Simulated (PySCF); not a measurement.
**Exercise with solution: chemical shift, span and skew from a shielding tensor**

C3H7BFN, SMILES C=C(C)B(N)F. Atoms are numbered in the order given.

```xyz
13

C      1.3392    -1.3646     0.0000
C      0.1251    -0.7881     0.0000
C     -1.1423    -1.6087     0.0000
B      0.0263     0.7779     0.0000
N     -1.1964     1.4625     0.0000
F      1.1558     1.5157     0.0000
H      2.2509    -0.7604     0.0000
H      1.4680    -2.4536     0.0000
H     -1.7637    -1.3837     0.8851
H     -1.7637    -1.3837    -0.8851
H     -0.9385    -2.6907     0.0000
H     -2.0945     0.9980     0.0000
H     -1.2497     2.4743     0.0000
```
Charge 0, spin multiplicity 1.

Geometry optimised at B3LYP-D3(BJ)/def2-SVP. The structure was generated by enumeration, and PubChem lists no compound with its InChIKey, so it may never have been made. Other conformers were not sampled.

GIAO shieldings from B3LYP/pcSseg-1 run with PySCF, non-relativistic, no solvent. The symmetric part of the tensor of N5 has the principal values 118.5, 204.1, 230.1 ppm. The same nucleus in NH3 has σ = 265.5 ppm at this level (PySCF, at its B3LYP-D3(BJ)/def2-TZVP geometry).

Work out the isotropic shielding, the ¹⁵N shift against NH3, the span and the skew.


σ(iso) = (σ11 + σ22 + σ33)/3 = 184.2 ppm. δ = σ(ref) − σ(iso) = 265.5 − (184.2) = 81.3 ppm.
Span Ω = σ33 − σ11 = 111.6 ppm. Skew κ = 3(σ(iso) − σ22)/Ω = -0.53. Tumbling in solution averages the tensor to δ; in a static solid the shielding alone would spread this spin-1/2 line over Ω.
